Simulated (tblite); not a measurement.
C8H9PS.
Numbering: `[CH2:1]=[CH:2]/[C:3]([CH3:4])=[P:5]\[c:6]1[cH:7][cH:8][s:9][cH:10]1` (hydrogens: H11, H12 on C1; H13 on C2; H14, H15, H16 on C4; H17 on C7; H18 on C8; H19 on C10)

Structure used (GFN2-xTB), in Å, numbered top down from 1:
```
atom  x, y, z in Å
C1    -2.2022    1.6329    0.3199
C2    -1.1609    0.8534    0.0221
C3    -1.2318   -0.5570   -0.2507
C4    -2.5815   -1.1739   -0.4792
P5     0.0974   -1.6098   -0.3913
C6     1.5323   -0.5867    0.0591
C7     2.7207   -0.5652   -0.7244
C8     3.7005    0.1860   -0.1706
S9     3.2218    0.8669    1.3369
C10    1.6738    0.1334    1.2094
H11   -3.2039    1.2529    0.4212
H12   -2.0754    2.6882    0.4907
H13   -0.1776    1.3027   -0.0361
H14   -2.4792   -2.2147   -0.7818
H15   -3.1252   -0.6336   -1.2536
H16   -3.1747   -1.1398    0.4351
H17    2.8136   -1.0814   -1.6636
H18    4.6838    0.3869   -0.5477
H19    0.9587    0.2682    1.9973
```

Computed with GFN2-xTB (tblite): harmonic, unscaled wavenumbers at the GFN2-xTB geometry, gas phase. Errors from tens to a few hundred cm⁻¹ against measured bands are possible. One conformer, not necessarily the lowest.

Harmonic wavenumbers (cm⁻¹): 39.2, 64.2, 73.9, 143.5, 199.3, 226.3, 246.0, 292.3, 297.4, 344.9, 404.2, 452.3, 468.6, 572.1, 617.2, 642.6, 741.9, 749.7, 758.1, 812.1, 834.9, 857.3, 870.2, 885.4, 965.6, 991.6, 1015.7, 1030.1, 1077.4, 1089.2, 1157.4, 1217.7, 1259.5, 1324.5, 1327.4, 1394.6, 1409.8, 1426.0, 1473.4, 1488.2, 1518.9, 1625.0, 2986.9, 3004.6, 3022.2, 3052.5, 3110.7, 3123.5, 3134.9, 3155.3, 3159.8.

A = 1982, B = 587.8, C = 486.5 MHz; mass 168.016 u (most abundant isotopes); point group C1, symmetry number 1.

Question: What is the zero-point energy?

Answer: Half the sum of the wavenumbers: 31068 cm⁻¹ = 371.66 kJ/mol.

Question: Give the ideal-gas entropy at 298.15 K and 1 bar in the rigid-rotor, harmonic-oscillator model (classical rotation).

Answer: Translation 172.76, rotation 128.52, vibration 135.87: S = 437.2 J/(mol K).

Question: And Cp and H(298.15 K) − H(0)?

Answer: Cp = 175.40 J/(mol K), of which vibrations give 142.14 (their classical limit is 51 R = 424.0); H(298.15 K) − H(0) = 31.17 kJ/mol without the zero-point energy, 21.25 from vibrations.

Question: How do the functions run with temperature in this model?

Answer: 
```
 T (K)  S (J/(mol K))  Cp (J/(mol K))  H − H(0) (kJ/mol)  G − H(0) (kJ/mol)  ln q(vib)
    50          258.5            57.3               2.19             -10.73       0.71
   100          305.7            81.9               5.67             -24.90       2.08
373.15          480.2           208.5              45.59            -133.58       9.92
   500          547.9           255.0              75.12            -198.85      13.53
   750          664.0           316.2             147.18            -350.81      20.33
  1000          760.6           354.6             231.36            -529.23      26.57
```

q(vib) and H(0) count from the zero-point level.

Question: Which modes carry the vibrational entropy at 298.15 K?

Answer: 39.2 cm⁻¹: 22.17; 64.2 cm⁻¹: 18.09; 73.9 cm⁻¹: 16.93; 143.5 cm⁻¹: 11.53; 199.3 cm⁻¹: 8.95; 226.3 cm⁻¹: 7.98 J/(mol K); the other 45 give 50.21 together.

Question: What must be added to the electronic energy to get the Gibbs energy at 298.15 K and 1 bar?

Answer: ZPE + [H(298.15 K) − H(0)] − T·S = 371.66 + 31.17 − 130.34 = 272.49 kJ/mol.

Hindered rotation and anharmonicity are outside this model. Other conformers, if any are populated, would add a mixing term that is left out. The structure is chiral; the term R ln 2 for an equal mix with its mirror image is left out.
